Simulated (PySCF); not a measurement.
WSCl4 (singlet state).
Z-matrix (Å and degrees, PBE0-D3(BJ)/def2-SVP geometry), rows numbered from 1:
```
W 
S   1  2.0898
Cl  1  2.2982  2  104.51
Cl  1  2.2982  2  104.51  3   -90.02
Cl  1  2.2982  2  104.49  3   179.97
Cl  1  2.2981  2  104.50  3    89.98
```

The closed-shell ground state was solved at several levels (PySCF, density fitting, gas phase). Atoms past krypton carry effective core potentials; spin–orbit coupling is left out.

```csv
level,basis functions,total energy (Eh),HOMO (eV),LUMO (eV),gap (eV),dipole (D)
PBE0/pcSseg-1 (def2-TZVP on W),160,-2305.4905,-8.93,-4.87,4.06,0.98
PBE0/def2-SVPD,170,-2304.8849,-8.87,-4.91,3.96,1.09
```

Question: Estimate the row for wB97X-D/pcSseg-1 (def2-TZVP on W), a basis of 160 functions; the other rows only guide the guess.

Answer: Total energy -2306.2488 Eh, HOMO -10.83 eV, LUMO -3.27 eV, gap 7.56 eV, dipole 1.09 D.

Question: Over all these levels, which gives the widest orbital gap and which the narrowest?

Answer: wB97X-D/pcSseg-1 (def2-TZVP on W) (range-separated hybrid) has the widest, 7.56 eV, and PBE0/def2-SVPD (global hybrid, 25 % exact exchange) the narrowest, 3.96 eV. Functional and basis both differ between the two, so the spread mixes both effects.

Question: How far do the dipole and the HOMO energy spread over the levels?

Answer: The dipole runs from 0.98 to 1.09 D (mean 1.05 D) and the HOMO from -10.83 to -8.87 eV.

wB97X-D is run here without its empirical dispersion term; that term would change no orbital, density or response property at a fixed geometry.
